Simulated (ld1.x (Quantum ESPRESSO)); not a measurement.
## nitrogen (N): one change to a TM semilocal potential, before and after

ld1.x (Quantum ESPRESSO) 7.5 input, shortened:

```
&input
   title='N', zed=7., rel=0, dft='REVPBE', iswitch=3,
   config='[He] 2s2 2p1.5'
 /
 &inputp
   pseudotype=1, tm=.true., lloc=0,
   nlcc=.true., new_core_ps=.true.
 /
2
2P  2  1   1.50   0.00  1.00  1.00  0.0
2S  1  0   2.00   0.00  1.10  1.10  0.0
 &test
   configts(1)='2s2 2p1.5'
 /
```

All-electron outer shells of the reference configuration (revPBE, non-relativistic, ld1.x):

```csv
shell,level (eV),outermost node (bohr),outermost maximum (bohr)
2s,-40.52,0.32,0.98
2p,-28.67,–,0.90
```

Change: core correction none.

Cutoffs: the cutoffs (Ry, on a coarse ladder) from which the occupation-weighted sum of valence levels, in a spherical-Bessel basis at the reference potential, stays within 10 and 1 mRy of its value at 400 Ry; they do not see the model core or the augmentation charge, which bear on the density cutoff. Errors are all-electron minus pseudo energies relative to the spin-unpolarised reference configuration.

Predict the effect on cutoff, ghosts and configuration errors.

The potential gets neither clearly harder nor softer (90 Ry and 120 Ry → 90 Ry and 120 Ry); of the 7 tests that both files solve, the error grows in 7 and shrinks in 0 by more than 15 % and 0.3 meV (median size 10.6 → 17.6 meV); neither file shows a bound ghost. Exchange and correlation are not linear in the density, so unscreening with the valence charge alone errs where core and valence overlap; a model core restores that term. The default core radius of the base comes out at 0.43 bohr. A semilocal file is local in each channel, so a ghost entry of none says nothing of the separable form that plane-wave codes build from it.

| quantity | base | changed |
| --- | --- | --- |
| cutoff, loose | 90 Ry | 90 Ry |
| cutoff, tight | 120 Ry | 120 Ry |
| bound ghosts | none | none |
| error for 2s2 2p3, meV [ΔE -25.84 eV] | +11 | +18 |
| error for 2s2 2p2, meV [ΔE -12.29 eV] | +2.7 | +4.5 |
| error for 2s2 2p1, meV [ΔE 16.50 eV] | +5.4 | +9.6 |
| error for 2s1 2p0, meV [ΔE 141.27 eV] | +181 | +352 |
| error for 2s2 2p0, meV [ΔE 63.47 eV] | +90 | +185 |
| error for 2s2 2p2.5, meV [ΔE -20.77 eV] | +7.2 | +12 |
| error for 2s2 2p3.3, meV [ΔE -27.44 eV] | +12 | +19 |
| s: phases at 1.20 bohr within 0.05 rad from the reference energy up to (Ry; the scan ends near 5) | to the end of the scan | to the end of the scan |
| p: phases at 1.20 bohr within 0.05 rad from the reference energy up to (Ry; the scan ends near 5) | to the end of the scan | to the end of the scan |
